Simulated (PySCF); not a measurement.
Fe: excitation energy

Fe [Ar] 3d6 4s2 (5D) → Fe [Ar] 3d5 4s2 4p1 (7P), as a difference of total energies. All numbers are calculated (PySCF 2.14, scalar relativity by spin-free X2C-1e, in ANO-RCC-VTZP). The calculations carry no spin-orbit coupling.

```json
{"method": "LDA", "excitation energy (eV)": "5.948", "error (eV)": "+1.006"}
{"method": "PBE", "excitation energy (eV)": "5.888", "error (eV)": "+0.946"}
{"method": "PBE0", "excitation energy (eV)": "5.357", "error (eV)": "+0.415"}
{"method": "LC-wPBE", "excitation energy (eV)": "5.468", "error (eV)": "+0.526"}
{"method": "B97-3", "excitation energy (eV)": "5.523", "error (eV)": "+0.581"}
{"method": "wB97X", "excitation energy (eV)": "5.606", "error (eV)": "+0.664"}
```

Reference: 4.942 eV (measured; NIST levels, between the centres of gravity of the two terms).

The basis was made for the ground configuration and has no added diffuse functions, so the excitation energy can come out too high.

The determinant of the upper state mixes LS terms, which raises its energy above the lowest term, most at the Hartree-Fock and MP2 levels.
